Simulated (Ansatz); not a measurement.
Stepwise reaction of `[NH]=[V]([NH2])([NH2])[NH2]` with hydrogen fluoride, as a gas-phase model of exchange steps in deposition or etching. ΔE in kJ/mol; ΔG adds harmonic PBE0-D4 terms to CCSD(T)/CBS, at 1 bar.

Computed with Ansatz on PBE0-D4/def2-TZVP structures; ΔE is electronic, products minus reactants. CCSD(T)/CBS is the MP2 limit (def2-TZVPP, def2-QZVPP) plus CCSD(T) − MP2 in def2-TZVPP, frozen cores. This one scheme is used for every species. Functionals use def2-TZVPP. B3LYP here is the variant with VWN-RPA as its local correlation; programs differ in this. For V outer-core shells are correlated without core-valence functions, which leaves a few kJ/mol of doubt a bond. Scalar relativity is left out up to krypton. One conformer a species, not always the lowest.

```tsv
step	reaction	PBE-D4	B3LYP-D4	ωB97M-V	CCSD(T)/CBS	ΔG(400 K)
1	`[NH]=[V]([NH2])([NH2])[NH2]` + H–F → `[NH]=[V]([NH2])([NH2])[F]` + NH₃	-100.4	-99.7	-99.1	-83.4	-81.0
2	`[NH]=[V]([NH2])([NH2])[F]` + H–F → `[NH]=[V]([NH2])([F])[F]` + NH₃	-81.4	-80.7	-81.1	-66.8	-64.5
3	`[NH]=[V]([NH2])([F])[F]` + H–F → `[NH]=[V]([F])([F])[F]` + NH₃	-57.1	-54.5	-55.5	-41.0	-37.3
```

**Question.** By hand: ΔE of the 3 steps together at CCSD(T)/CBS.

**Answer.** (-83.4) + (-66.8) + (-41.0) = -191.2 kJ/mol, or -63.7 kJ/mol a step.

In ΔE each step is higher than the one before. All are downhill at CCSD(T)/CBS. ΔG lies between -81.0 and -37.3 kJ/mol a step. PBE-D4 differs from CCSD(T)/CBS by -17.0 to -14.6 kJ/mol a step. Isolated molecules leave out the surface, adducts and barriers. Largest T1 diagnostic: 0.032.
